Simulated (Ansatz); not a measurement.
C5H15GeNSi, SMILES `C=C[N]([GeH3])[Si](C)(C)C` at its PBE0-D4/def2-TZVP geometry, where that method's forces vanish. Charge 0, multiplicity 1.

```xyz
23

C    -1.9309    0.7150    2.3359
C    -1.1010    0.7852    1.2915
N    -0.4705   -0.2532    0.6208
Ge   -0.8075   -1.9663    1.2412
Si    0.5632    0.1900   -0.7278
C     1.3143   -1.3358   -1.4977
C     1.9289    1.3099   -0.1108
C    -0.4567    1.0937   -2.0098
H    -2.3447    1.6232    2.7513
H    -2.2227   -0.2179    2.8043
H    -0.8750    1.7764    0.8984
H    -2.3157   -2.2534    1.1439
H    -0.0175   -2.9441    0.3682
H    -0.3598   -2.0702    2.7092
H     0.5607   -2.0180   -1.8970
H     1.9486   -1.0198   -2.3315
H     1.9422   -1.8922   -0.7983
H     1.5323    2.2107    0.3644
H     2.5505    0.7934    0.6252
H     2.5732    1.6276   -0.9356
H    -1.2497    0.4494   -2.3982
H     0.1671    1.4084   -2.8512
H    -0.9294    1.9881   -1.5963
```

Task: What forces (eV/Å) does r2SCAN-D4/def2-TZVPP give on these atoms in Ansatz? (Estimate.)

Result: Ansatz gave: 
```
C1  -0.175 -0.019  0.220
C2   0.037  0.151 -0.061
N3   0.069 -0.080 -0.078
Ge4 -0.033 -0.164  0.061
Si5  0.055  0.014 -0.070
C6  -0.001  0.013  0.000
C7  -0.011 -0.001 -0.002
C8   0.005  0.000  0.010
H9   0.009 -0.015 -0.009
H10  0.008  0.016 -0.012
H11  0.014 -0.002 -0.018
H12  0.064  0.018  0.006
H13 -0.041  0.055  0.045
H14 -0.022  0.010 -0.062
H15  0.026  0.002  0.002
H16 -0.006 -0.014  0.009
H17 -0.008 -0.001 -0.025
H18  0.022 -0.011 -0.006
H19  0.003  0.020 -0.009
H20 -0.002  0.001  0.021
H21  0.006  0.021 -0.007
H22 -0.020 -0.001  0.007
H23  0.002 -0.013 -0.022
```
